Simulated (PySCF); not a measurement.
# Correlation energy of C⁻ (carbon, charge -1)

[He] 2s2 2p3, high-spin 4S determinant. All numbers are calculated (PySCF 2.14, scalar relativity by spin-free X2C-1e, in x2c-TZVPPall with one added diffuse shell each of s, p, d type (6s4p3d1f, 40 functions)). Frozen: nothing; 7 electrons correlated.

MP2 pair energies summed by pair of shells (mhartree):

```tsv
pair	energy	share (%)
2s-2p	-58.68	52.5
2p-2p	-23.93	21.4
2s-2s	-12.72	11.4
1s-1s	-12.37	11.1
1s-2s	-2.10	1.9
1s-2p	-2.03	1.8
```

Total MP2 correlation energy: -111.83 mhartree.

Same-spin part -32.37 and opposite-spin part -79.46 mhartree; SCS-MP2 scales them by 1/3 and 6/5 to -106.14 mhartree.

This basis was not built for core-valence correlation, so the inner-shell part is incomplete.
